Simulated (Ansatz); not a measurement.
Start from `B[SiH2]C(O)F` and change one atom or group to get `B[SiH2]CF`.

Ansatz, PBE0-D4/def2-TZVP geometries, multiplicity 1. Each molecule was computed in one conformer, which needn't be the lowest.

| property | `B[SiH2]C(O)F` |
| --- | --- |
| HOMO–LUMO gap (PBE0/def2-TZVPP) / eV | 5.75 |
| LUMO energy (ωB97M-V/def2-TZVPP) / eV | -0.45 |
| HOMO energy (B3LYP/def2-TZVPP) / eV | -7.99 |
| HOMO energy (PBE0/def2-TZVPP) / eV | -8.17 |
| size of the dipole moment (ωB97M-V/def2-TZVPP) / D | 1.40 |
| HOMO energy (PBE/def2-TZVPP) / eV | -6.76 |

Task: What does the change do to each property? (Best estimate.)

Result: Ansatz gave: 
```
                                          property  `B[SiH2]CF`  shift
              HOMO–LUMO gap (PBE0/def2-TZVPP) / eV         5.69  -0.06
             LUMO energy (ωB97M-V/def2-TZVPP) / eV        -0.66  -0.21
               HOMO energy (B3LYP/def2-TZVPP) / eV        -8.10  -0.11
                HOMO energy (PBE0/def2-TZVPP) / eV        -8.31  -0.14
size of the dipole moment (ωB97M-V/def2-TZVPP) / D         1.95   0.55
                 HOMO energy (PBE/def2-TZVPP) / eV        -6.90  -0.14
```

With PBE0 the HOMO falls by 0.14 eV and the LUMO falls by 0.20 eV, so the gap narrows by about 0.06 eV. PBE moves the HOMO by -0.14 eV and ωB97M-V by -0.12 eV. The zero-point energy changes by -13.5 kJ/mol with -3 modes. Dipoles are sizes alone; their direction can turn.

B3LYP here is the variant with VWN-RPA as its local correlation; programs differ in this.
